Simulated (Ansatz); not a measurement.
Mulliken charges of `[F][Hf]([F])([F])[SH]` from r2SCAN/def2-TZVPP in Ansatz (PBE0-D4/def2-TZVP geometry).

| atom | x (Å) | y (Å) | z (Å) | charge (e) |
| --- | --- | --- | --- | --- |
| F1 | -0.327 | -1.840 | 1.349 | -0.330 |
| Hf2 | 0.164 | -0.546 | 0.059 | 1.202 |
| F3 | 2.033 | -0.231 | 0.078 | -0.336 |
| F4 | -0.299 | -1.103 | -1.693 | -0.336 |
| S5 | -1.029 | 1.510 | 0.613 | -0.317 |
| H6 | -0.501 | 2.145 | -0.452 | 0.118 |

By hand: the dipole of these point charges (1 e Å = 4.8032 D).

Σ q r = (-0.011, 0.174, -0.079) e Å, of length 0.191 e Å = 0.92 D.

How does the dipole of the full density compare? (Best estimate.)

Ansatz gave: (0.030, 0.087, -0.091) e Å, 0.62 D; the point charges give 1.48 times that, at 27° from its direction.

Point charges leave out the atoms' own dipoles, such as those of lone pairs, and Mulliken's split depends on the basis, so the two needn't agree.
